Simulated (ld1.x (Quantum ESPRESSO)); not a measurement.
**Mn: excitation energies, all-electron against PAW**

Mn (Z = 25), PAW, made with ld1.x (Quantum ESPRESSO) 7.5 (PW91, scalar-relativistic). Core [Ar], reference 3d6 4s1 4p0. Waves: 4s (bound): rcut 2.10, rcutus 2.75 bohr; 4s channel at 3 Ry: rcut 2.10, rcutus 2.75 bohr; 4p (bound, empty): rcut 2.90, rcutus 3.35 bohr; 4p channel at 0.75 Ry: rcut 2.90, rcutus 3.35 bohr; 3d (bound): rcut 0.95, rcutus 1.00 bohr; 3d channel at 0.1 Ry: rcut 0.95, rcutus 1.00 bohr. Local part: all-electron potential smoothed inside 2.35 bohr (lloc = -2). Core correction: Bessel-smoothed model core, default radius (core density twice the valence density). Augmentation charge: GAUSS, radius 1.00 bohr.

Energies are relative to the spin-unpolarised reference configuration 3d6 4s1 4p0; without spin polarisation the order of configurations can differ from experiment.

Give the all-electron excitation energy and the error of the potential for: 3d5 4s2 4p0; 3d5 4s1 4p0; 3d5 4s0 4p0; 3d4 4s2 4p0; 3d4 4s2 4p1; 3d5 4s0 4p2; 3d4 4s0 4p0.

```tsv
valence configuration	charge	ΔE all-electron (eV)	error AE − PS (meV)
3d5 4s2 4p0	0	0.376	-72
3d5 4s1 4p0	+1	8.850	-68
3d5 4s0 4p0	+2	24.492	-87
3d4 4s2 4p0	+1	13.647	-473
3d4 4s2 4p1	0	8.215	-428
3d5 4s0 4p2	0	8.348	-63
3d4 4s0 4p0	+3	57.112	-796
```

Levels in the configuration 3d4 4s2 4p0:

```
level  all-electron (eV)  pseudo (eV)
   3d            -20.318      -21.024
   4s            -13.631      -13.711
```
